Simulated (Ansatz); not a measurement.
C3H5FSi (`FC1C=C1[SiH3]`). Total charge 0; spin multiplicity 1.

Cartesian coordinates in Å:
```
F -0.396 -2.302 -0.739
C -0.858 -0.998 -0.812
C -1.428 -0.400 0.373
C -0.224 0.011 0.065
Si 1.284 1.015 0.409
H -1.180 -0.801 -1.830
H -2.255 -0.361 1.064
H 2.434 0.099 0.600
H 1.080 1.838 1.627
H 1.545 1.897 -0.757
```

Question: Give the diagnostics of a CCSD(T)/def2-TZVPP run (frozen core, Ansatz 0.2.0). (Best estimate.)

Answer: The calculation gave: T1 = 0.0116, largest single amplitude 0.013, largest double 0.069, (T) share of the correlation energy 4.0 %, 10 CCSD cycles. The RHF solution is stable towards an unrestricted one. T1 lies under the customary mark of 0.02 for closed shells.
